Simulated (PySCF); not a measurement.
**Structure from NMR data**

An unknown has the formula C7H7N3. Its calculated NMR data are:

1H NMR (500 MHz, computed): δ 7.39 (m, 1H), 6.69 (m, 1H), 3.79 (m, 1H), 1.47 (m, 2H), 1.04 (m, 2H).

13C{1H} NMR (computed): δ 138.6 (CH), 117.0 (C), 116.6 (CH), 114.1 (C), 33.9 (CH), 10.3 (CH2).

Theoretical values (PySCF 2.14): shieldings: GIAO B97-2/pcSseg-1, geometry from PBE0-D3(BJ)/def2-SVP. Rapidly exchanging positions averaged, in vacuum, one conformer, no relativistic terms.

Chemical shifts δ = σref − σ; 1H and 13C against TMS, all at this level.

**Question.** Propose a structure and justify it.

**Answer.** 
1. Rings plus π bonds: 6 (2 rings in the answer).
2. 6 carbon signals for 7 carbons: some carbons are equivalent by symmetry or fast rotation.
3. Carbon types of the structure: 2 × C, 3 × CH, 2 × CH2, which accounts for all hydrogens.
4. δC 138.6: aromatic CH next to a ring nitrogen.
5. δC 117.0: substituted aromatic carbon next to a ring nitrogen.
6. δC 116.6: aromatic CH.
7. δC 114.1: nitrile carbon; this is the usual window of a C≡N carbon, which has no attached hydrogen.
8. δC 33.9, 10.3: three-membered-ring carbon.
9. δH 7.39: hydrogen on an aromatic CH next to a ring nitrogen; aromatic region.
10. δH 6.69: hydrogen on an aromatic CH; aromatic region.

Structure: `N#Cc1ccnn1C1CC1`.

The data come from this structure; uniqueness wasn't tested.

Shifts are as computed. Against solution values, carbons near 30 ppm lie about +1 ppm off and those near 130 ppm about +2 ppm. Of 1211 compounds with measured shifts, 218 miss one by over three times the rms of a fit or turn the order of signals round; such compounds aren't used in these exercises. No couplings were computed; multiplicities are counted from neighbouring protons, with m where these are inequivalent, close in shift, in a saturated or five-membered ring or joined by F or P, and br s for small geminal =CH2 splittings.
